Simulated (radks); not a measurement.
Q: All-electron atom: W49+ in [Ar] 3d7 (the NIST ground configuration). Calculated with a radial shooting solver on a logarithmic mesh with Libxc functionals: scalar-relativistic Kohn-Sham, SCAN, spin-polarised, spherical densities, finite nucleus; open shells are filled with parallel spins first (spin-orbit coupling, left out, can overturn this in heavy ions); meta-GGA in the generalised Kohn-Sham scheme; Fermi nuclear charge, rms radius 5.3658 fm. Some entries of the table are withheld. Estimate them.

orbital,occ.,eigenvalue (eV),r(max) (bohr)
1s up,1,-72419.45,0.01146
1s down,1,-72418.85,0.01146
2s up,1,-14834.59,0.06551
2s down,1,-14819.55,0.06549
2p up,3,-13331.23,0.05378
2p down,3,-13318.54,0.05374
3s up,1,(1),0.1814
3s down,1,(2),0.1816
3p up,3,-4900.622,0.1787
3p down,3,-4880.331,0.1789
3d up,5,-4424.861,0.1441
3d down,2,-4400.247,0.1442

A: 
(1) 3s up eigenvalue (eV): -5352.032
(2) 3s down eigenvalue (eV): -5331.925
